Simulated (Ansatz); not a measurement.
Species: sum formula SiHCl₃ (charge 0, singlet). 
Structure (B3LYP-D3(BJ)/def2-TZVP (Ansatz, a first-principles code) minimum search):
SMILES: Cl[SiH](Cl)Cl
```xyz
5

Si     0.0220     0.0063     0.5014
Cl     1.7038    -0.8807    -0.2402
Cl    -1.6228    -1.0461    -0.0923
Cl    -0.1042     1.9202    -0.1959
H      0.0861     0.0245     1.9632
```

Atomisation energy built up term by term with Ansatz (kcal/mol; UHF references for open shells; valence terms freeze the core; atomic spin-orbit terms are left out). Basis-set limits of correlation are two-point, X^-3; Hartree-Fock from the larger set (for Q and 5 zeta extrapolated as (X+1)exp(-9√X)).

```
term                                            basis  kcal/mol
-----------------------  ----------------------------  --------
Hartree-Fock             CBS(cc-pV(Q+d)Z,cc-pV(5+d)Z)    280.35
CCSD correlation         CBS(cc-pV(Q+d)Z,cc-pV(5+d)Z)     86.08
(T)                      CBS(cc-pV(Q+d)Z,cc-pV(5+d)Z)      9.00
core correlation                            cc-pwCVTZ      0.22
scalar relativity (X2C)    cc-pVTZ-DK against cc-pVTZ     -1.37
sum: De                                                   374.3
```

(T) makes 2.4 % of the CCSD(T) atomisation energy; under 5 % is typical of single-reference molecules.
